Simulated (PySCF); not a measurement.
C4H9O2, SMILES [CH2]OCCOC, multiplicity 2.

Coordinates come from a PBE0-D3(BJ)/def2-SVP optimisation. The isomer is the one that the SMILES or the coordinates give; other isomers of the formula were not compared. The values are those of a single conformer.

Level of theory: PySCF with PBE0-D3(BJ)/def2-SVP.

No scaling factor is applied to the harmonic values.

```csv
mode,ν (cm⁻¹),IR (km/mol),moving atoms (share of kinetic energy)
1,73,2.1,"C 49 %, O 26 %, H 26 %"
2,81,4.8,"C 40 %, H 32 %, O 28 %"
3,128,0.7,"H 45 %, O 42 %, C 13 %"
4,232,2.4,"H 72 %, O 22 %"
5,271,0.4,"H 56 %, C 26 %, O 18 %"
6,287,6.5,"H 70 %, C 17 %, O 13 %"
7,318,1.9,"H 38 %, C 36 %, O 26 %"
8,374,0.3,"C 43 %, O 31 %, H 26 %"
9,571,43.9,"H 68 %, C 29 %"
10,583,9.3,"H 46 %, C 46 %, O 8 %"
11,892,19.2,"H 43 %, C 41 %, O 16 %"
12,893,12.6,"H 46 %, C 39 %, O 14 %"
13,1078,8.0,"C 45 %, H 44 %, O 11 %"
14,1094,25.3,"C 45 %, H 40 %, O 15 %"
15,1127,2.2,"C 49 %, H 49 %"
16,1181,5.5,"H 75 %, C 20 %"
17,1210,28.6,"H 55 %, C 28 %, O 18 %"
18,1215,38.0,"H 54 %, C 25 %, O 21 %"
19,1253,101.1,"H 51 %, O 28 %, C 21 %"
20,1274,59.4,"H 59 %, O 21 %, C 20 %"
21,1310,38.3,"H 82 %, C 9 %, O 9 %"
22,1349,197.6,"O 50 %, C 30 %, H 20 %"
23,1386,29.7,"H 78 %, C 21 %"
24,1449,14.9,"H 65 %, C 33 %"
25,1459,10.0,H 96 %
26,1463,19.0,"H 83 %, C 15 %"
27,1468,19.2,"H 85 %, C 14 %"
28,1474,11.8,H 93 %
29,1486,1.0,"H 79 %, C 19 %"
30,1506,1.1,"H 84 %, C 15 %"
31,2974,32.9,H 95 %
32,2987,70.5,H 96 %
33,3015,30.5,H 94 %
34,3027,84.9,"H 91 %, C 9 %"
35,3048,43.3,"H 90 %, C 10 %"
36,3081,39.8,"H 90 %, C 10 %"
37,3128,25.4,H 96 %
38,3159,19.9,"H 91 %, C 9 %"
39,3289,10.1,"H 89 %, C 11 %"
```
